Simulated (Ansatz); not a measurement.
Molecular dynamics of C₂H₈OSn

The input (input.yaml):

```yaml
crystal:
  periodic: [false, false, false]
  atoms:
    - { symbol: Sn, position_ang: [-1.307509, 0.703321, 1.229893] }
    - { symbol: C, position_ang: [0.543558, -0.523493, 0.095319] }
    - { symbol: C, position_ang: [0.709962, -0.278785, -1.403981] }
    - { symbol: O, position_ang: [0.253398, 1.804016, 1.556005] }
    - { symbol: H, position_ang: [0.615273, 0.648108, 0.768384] }
    - { symbol: H, position_ang: [-2.01483, -0.340988, 2.438794] }
    - { symbol: H, position_ang: [-2.359232, 0.856063, -0.155643] }
    - { symbol: H, position_ang: [-0.172078, -1.366999, 0.294355] }
    - { symbol: H, position_ang: [1.468876, -0.891769, 0.592282] }
    - { symbol: H, position_ang: [1.446707, 0.528926, -1.588374] }
    - { symbol: H, position_ang: [-0.241779, 0.042446, -1.876126] }
    - { symbol: H, position_ang: [1.057655, -1.180648, -1.950804] }
basis:
  gaussian: { orbitals: def2-SVP }
hamiltonian:
  xc: pbe
  dispersion: d4
md:
  timestep: 0.5
  n_steps: 200
  ensemble: nve
  temperature: 100.0
  initial_velocities: maxwell_boltzmann
  seed: 9178
```

Run as:

```bash
$ ansatz run input.yaml --threads 2 --pin off --max-ram 3072MiB --backend cpu --events-out ev --progress --plain --runs-dir out
```

It starts at the highest image of a converged band. Of that band: Neighbouring images differ by up to 1.8 eV, so the band resolves the path poorly. A vibrational analysis at the climbing image gives one clearly imaginary mode, 1615i cm⁻¹: a first-order saddle point.

Output, in part (step lines, the closing report, with atoms numbered from 0):

```
md step     0: t =     0.00 fs  T =   100.0 K  F+E_penalty+E_count = -10071.15122746 eV  E_kin = 0.129260 eV  conserved = -10071.02196746 eV  (29 SCF iters)
md step     1: t =     0.50 fs  T =    97.4 K  F+E_penalty+E_count = -10071.14775017 eV  E_kin = 0.125847 eV  conserved = -10071.02190346 eV  (32 SCF iters)
md step     2: t =     1.00 fs  T =    90.1 K  F+E_penalty+E_count = -10071.13826047 eV  E_kin = 0.116498 eV  conserved = -10071.02176214 eV  (32 SCF iters)
md step     3: t =     1.50 fs  T =    80.0 K  F+E_penalty+E_count = -10071.12493832 eV  E_kin = 0.103354 eV  conserved = -10071.02158391 eV  (32 SCF iters)
md step     4: t =     2.00 fs  T =    69.0 K  F+E_penalty+E_count = -10071.11056745 eV  E_kin = 0.089155 eV  conserved = -10071.02141259 eV  (33 SCF iters)
md step     5: t =     2.50 fs  T =    59.2 K  F+E_penalty+E_count = -10071.09784232 eV  E_kin = 0.076557 eV  conserved = -10071.02128502 eV  (32 SCF iters)
md step     6: t =     3.00 fs  T =    52.3 K  F+E_penalty+E_count = -10071.08877915 eV  E_kin = 0.067555 eV  conserved = -10071.02122394 eV  (32 SCF iters)
md step     7: t =     3.50 fs  T =    48.8 K  F+E_penalty+E_count = -10071.08434896 eV  E_kin = 0.063114 eV  conserved = -10071.02123460 eV  (32 SCF iters)
[... lines left out ...]
Total energy: -10071.90692419 eV, -370.1357524803 hartree
Atom 0 at    -1.122571     0.640009     1.159998 Å, force    -0.327441     2.908562     0.607678 eV/Å
Atom 1 at    -0.298381    -1.061908    -0.116859 Å, force     0.970516     2.465744     0.931088 eV/Å
Atom 2 at     0.492392    -0.310755    -1.201425 Å, force    -0.592803    -1.768941    -1.704994 eV/Å
Atom 3 at    -0.165699     2.470208     2.020498 Å, force     0.883565    -6.907447     4.938082 eV/Å
Atom 4 at    -0.254102     3.086999     1.412426 Å, force    -0.700842     5.035707    -5.515121 eV/Å
Atom 5 at    -2.013172     0.800162     2.679063 Å, force    -0.007542    -0.853435    -0.406258 eV/Å
Atom 6 at    -1.756859     1.934058     0.099063 Å, force    -0.277352    -0.816933    -0.205952 eV/Å
Atom 7 at    -1.059940    -1.715913    -0.547052 Å, force    -0.314323    -0.322562     0.364893 eV/Å
Atom 8 at     0.392247    -1.474848     0.605448 Å, force     0.207603    -1.057738     0.512483 eV/Å
Atom 9 at     0.720408     0.768215    -1.174679 Å, force    -0.240232     0.112367     0.306043 eV/Å
Atom 10 at    -0.154730    -0.573909    -2.075055 Å, force     0.320863     1.045810    -0.329733 eV/Å
Atom 11 at     1.423625    -0.850853    -1.502792 Å, force     0.077989     0.158865     0.501790 eV/Å
Dipole moment:    -0.029525    -0.644466    -0.535636 e Å
```

The steps, from the saved trajectory:

```json
{"time (fs)": "0", "T (K)": "100", "potential energy less start (eV)": "0.000", "conserved less start (meV/atom)": "0.00"}
{"time (fs)": "3", "T (K)": "52", "potential energy less start (eV)": "0.062", "conserved less start (meV/atom)": "0.06"}
{"time (fs)": "6", "T (K)": "62", "potential energy less start (eV)": "0.049", "conserved less start (meV/atom)": "0.03"}
{"time (fs)": "9", "T (K)": "136", "potential energy less start (eV)": "-0.045", "conserved less start (meV/atom)": "0.13"}
{"time (fs)": "12", "T (K)": "648", "potential energy less start (eV)": "-0.709", "conserved less start (meV/atom)": "-0.10"}
{"time (fs)": "15", "T (K)": "736", "potential energy less start (eV)": "-0.815", "conserved less start (meV/atom)": "0.64"}
{"time (fs)": "18", "T (K)": "1065", "potential energy less start (eV)": "-1.247", "conserved less start (meV/atom)": "-0.01"}
{"time (fs)": "21", "T (K)": "1206", "potential energy less start (eV)": "-1.429", "conserved less start (meV/atom)": "0.02"}
{"time (fs)": "24", "T (K)": "1111", "potential energy less start (eV)": "-1.299", "conserved less start (meV/atom)": "0.66"}
{"time (fs)": "27", "T (K)": "1353", "potential energy less start (eV)": "-1.623", "conserved less start (meV/atom)": "-0.25"}
{"time (fs)": "30", "T (K)": "1116", "potential energy less start (eV)": "-1.311", "conserved less start (meV/atom)": "0.16"}
{"time (fs)": "33", "T (K)": "1199", "potential energy less start (eV)": "-1.425", "conserved less start (meV/atom)": "-0.38"}
{"time (fs)": "36", "T (K)": "1308", "potential energy less start (eV)": "-1.569", "conserved less start (meV/atom)": "-0.56"}
{"time (fs)": "39", "T (K)": "827", "potential energy less start (eV)": "-0.937", "conserved less start (meV/atom)": "0.20"}
{"time (fs)": "42", "T (K)": "1195", "potential energy less start (eV)": "-1.429", "conserved less start (meV/atom)": "-1.08"}
{"time (fs)": "45", "T (K)": "1344", "potential energy less start (eV)": "-1.620", "conserved less start (meV/atom)": "-1.07"}
{"time (fs)": "48", "T (K)": "1059", "potential energy less start (eV)": "-1.237", "conserved less start (meV/atom)": "0.23"}
{"time (fs)": "51", "T (K)": "1752", "potential energy less start (eV)": "-2.145", "conserved less start (meV/atom)": "-0.78"}
{"time (fs)": "54", "T (K)": "1770", "potential energy less start (eV)": "-2.168", "conserved less start (meV/atom)": "-0.78"}
{"time (fs)": "57", "T (K)": "1503", "potential energy less start (eV)": "-1.812", "conserved less start (meV/atom)": "0.11"}
{"time (fs)": "60", "T (K)": "1521", "potential energy less start (eV)": "-1.840", "conserved less start (meV/atom)": "-0.25"}
{"time (fs)": "63", "T (K)": "1025", "potential energy less start (eV)": "-1.186", "conserved less start (meV/atom)": "0.78"}
{"time (fs)": "66", "T (K)": "1043", "potential energy less start (eV)": "-1.219", "conserved less start (meV/atom)": "0.04"}
{"time (fs)": "69", "T (K)": "1077", "potential energy less start (eV)": "-1.263", "conserved less start (meV/atom)": "-0.04"}
{"time (fs)": "72", "T (K)": "865", "potential energy less start (eV)": "-0.977", "conserved less start (meV/atom)": "1.04"}
{"time (fs)": "75", "T (K)": "1107", "potential energy less start (eV)": "-1.303", "conserved less start (meV/atom)": "-0.11"}
{"time (fs)": "78", "T (K)": "1035", "potential energy less start (eV)": "-1.208", "conserved less start (meV/atom)": "0.08"}
{"time (fs)": "81", "T (K)": "1157", "potential energy less start (eV)": "-1.364", "conserved less start (meV/atom)": "0.16"}
{"time (fs)": "84", "T (K)": "1547", "potential energy less start (eV)": "-1.876", "conserved less start (meV/atom)": "-0.48"}
{"time (fs)": "87", "T (K)": "1150", "potential energy less start (eV)": "-1.355", "conserved less start (meV/atom)": "0.16"}
{"time (fs)": "90", "T (K)": "1257", "potential energy less start (eV)": "-1.508", "conserved less start (meV/atom)": "-1.06"}
{"time (fs)": "93", "T (K)": "1120", "potential energy less start (eV)": "-1.329", "conserved less start (meV/atom)": "-0.92"}
{"time (fs)": "96", "T (K)": "520", "potential energy less start (eV)": "-0.540", "conserved less start (meV/atom)": "0.22"}
{"time (fs)": "99", "T (K)": "911", "potential energy less start (eV)": "-1.061", "conserved less start (meV/atom)": "-1.01"}
```

All steps were run. The conserved energy stayed within 1.3 meV per atom of its start (net change -0.31 meV per atom), so the integration is sound. The kinetic energy rose, since the run started high on the potential surface and went downhill. A run of 0.1 ps of so small a system gives no equilibrium averages. The orbitals stay closed-shell, which can raise the energy where a bond breaks towards radicals; this wasn't checked here.

Between its relaxed ends the band would form C2–H5 and break Sn1–C2, O4–H5. These pairs go: C2–H5 1.35 → 4.42 Å, Sn1–C2 2.49 → 2.28 Å, O4–H5 1.44 → 0.87 Å. In the last frame they stand as before the step (other bonds may differ from the relaxed reactants and products). Also parted: Sn1–H5 1.98 → 2.61 Å. It ends as one piece, C2H8OSn. Pairs count as bonded within 1.25 times the sum of covalent radii (0.12 Å more for H–H).

Last frame:

```xyz
12
Properties=species:S:1:pos:R:3
Sn -1.123 0.640 1.160
C -0.298 -1.062 -0.117
C 0.492 -0.311 -1.201
O -0.166 2.470 2.021
H -0.254 3.087 1.412
H -2.013 0.800 2.679
H -1.757 1.934 0.099
H -1.060 -1.716 -0.547
H 0.392 -1.475 0.605
H 0.720 0.768 -1.175
H -0.155 -0.574 -2.075
H 1.424 -0.851 -1.503
```

Time of the run: 6 min on 2 threads of AMD EPYC 7B13 (Zen 3), on a shared host, peak memory 0.16 GiB.
